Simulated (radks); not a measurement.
Task: Cu, configuration [Ar] 3d7.5 4s2 4p1.5 (fractional occupations, a model configuration). Method: Dirac Kohn-Sham, PBE, spin-unpolarised, spherical densities, finite nucleus; open shells are shared between the two j in proportion to 2j + 1; Fermi nuclear charge, rms radius 3.8823 fm; computed with a radial shooting solver on a logarithmic mesh with Libxc functionals. Some entries of the table are withheld. Estimate them.

orbital,occ.,eigenvalue (eV),<1/r> (bohr^-1)
1s1/2,2,-8867.639,(1)
2s1/2,2,-1082.710,6.358
2p1/2,2,-950.8165,6.312
2p3/2,4,-930.3397,6.171
3s1/2,2,-133.1522,(2)
3p1/2,2,(3),1.902
3p3/2,4,(4),1.869
3d3/2,3,-21.4733,1.540
3d5/2,4.5,-21.1392,1.531
4s1/2,2,-9.5044,0.5511
4p1/2,0.5,-3.3249,0.4067
4p3/2,1,-3.2063,0.3999

Result: 
(1) 1s1/2 <1/r> (bohr^-1): 29.16
(2) 3s1/2 <1/r> (bohr^-1): 2.028
(3) 3p1/2 eigenvalue (eV): -91.9901
(4) 3p3/2 eigenvalue (eV): -89.3069
